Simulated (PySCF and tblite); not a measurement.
Results of a calculation; reference values are marked as such.
Barrier and rate of a pyramidal inversion

System: C₈H₉N, numbered as in [cH:1]1[cH:2][cH:3][c:4]([N:5]2[CH2:6][CH2:7]2)[cH:8][cH:9]1.

Motion: pyramidal inversion at N5. Level: revPBE/pcSseg-1 + D3(BJ) on GFN2-xTB stationary points, with GFN2-xTB thermal terms. Rate constants are transition-state-theory values, counting equivalent paths, without tunnelling. Shieldings: GIAO at the same DFT level; methyl-like tops are averaged, other torsions stay as in the two minima; line shapes leave out couplings; of unlike H on one atom, [a] is the less shielded. Run with tblite and PySCF.

```tsv
point	symmetry	E(GFN2) kcal/mol	E(DFT) kcal/mol	ZPE change kcal/mol	lowest mode cm⁻¹	dipole D
start	Cs	0.0	0.0	0.00	87	1.54
saddle	C2v	5.7	8.5	-0.61	240i	2.19
end	Cs	0.0	0.0	0.00	88	1.54
```

* Electronic barrier: 8.5 kcal/mol
* Barrier with zero-point energy: 7.9 kcal/mol
* ΔH‡ (298 K): 7.7 kcal/mol
* ΔS‡ (298 K, symmetry apart): -1.3 cal/(mol K)
* Paths: 1 equivalent path
* End point: the same structure with atoms interchanged, or its mirror image
* Mean lifetime of the start against this motion at 298 K: 130 ns
* Cost: 69 s on 1 thread of Intel Xeon 6975P-C (shared host) (rough), peak memory 0.71 GiB, launched as `OMP_NUM_THREADS=1 python ens_run.py task.json out`

```
T/K  ΔG‡ kcal/mol    k s⁻¹
150           7.9      8.4
200           8.0     8160
250           8.0  5.2×10⁵
298           8.1  7.8×10⁶
350           8.1  6.3×10⁷
400           8.2  2.9×10⁸
500           8.3  2.4×10⁹
```

ΔG and ΔG‡ leave out symmetry numbers and mirror images; rates count paths: 1 out.

Sites that the motion interchanges:

```json
{"nucleus": "¹H", "site": "H on C6, H on C7 [a]", "ppm": "2.17", "scale": "δ against TMS"}
{"nucleus": "¹H", "site": "H on C6, H on C7 [b]", "ppm": "1.77", "scale": "δ against TMS"}
```

| nucleus | sites | ¹H MHz | spread Hz | coalescence K | k there s⁻¹ |
| --- | --- | --- | --- | --- | --- |
| ¹H | H on C6, H on C7 [a] / H on C6, H on C7 [b] | 90 | 36 | 163 | 80 |
| ¹H | H on C6, H on C7 [a] / H on C6, H on C7 [b] | 100 | 40 | 164 | 89 |
| ¹H | H on C6, H on C7 [a] / H on C6, H on C7 [b] | 250 | 100 | 170 | 221 |
